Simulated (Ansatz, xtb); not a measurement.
A geometry optimisation of AlBClO with r2SCAN-D4/def2-SVP

The starting geometry of this gas-phase doublet has its atoms placed at random.

```xyz
4

Al   -1.8982   -0.2123    0.2517
B    -0.0677    0.9347    1.5357
Cl   -0.1743   -0.8581   -1.6751
O     1.0624    0.6549   -0.8566
```

**Question.** One run relaxed it with r2SCAN-D4/def2-SVP. What is a likely outcome?

**Answer.** It ends as `O=[B][Al][Cl]`. Contacts that close: Al1–B2 (2.51 → 2.12 Å), Al1–Cl3 (2.66 → 2.11 Å), B2–O4 (2.66 → 1.21 Å).

The energy falls by 10.45 eV over 17 steps:

| step | E − E(last) (eV) |
| --- | --- |
| 1 | 10.453 |
| 3 | 7.814 |
| 5 | 2.327 |
| 6 | 1.393 |
| 8 | 0.741 |
| 10 | 0.460 |
| 12 | 0.055 |
| 13 | 0.009 |
| 15 | 0.001 |
| 17 | 0.000 |

Final geometry (Å):

```xyz
4

Al   -1.3711   -0.3563   -0.1571
B     0.2734    0.8500    0.4290
Cl   -1.1170   -1.5537   -1.8781
O     1.1370    1.5793    0.8619
```

From the same start GFN2-xTB ends elsewhere, differing in Al1–O4 (1.88 against 3.33 Å here).

From so rough a start the end depends on the optimiser's path, so another program may land elsewhere. The end wasn't checked by frequencies. Open shells are spin-unrestricted. Run with Ansatz 0.2.0, 5.1 min on 1 thread of Intel(R) Xeon(R) Processor @ 2.50GHz (Skylake/Cascade Lake), on a shared host.
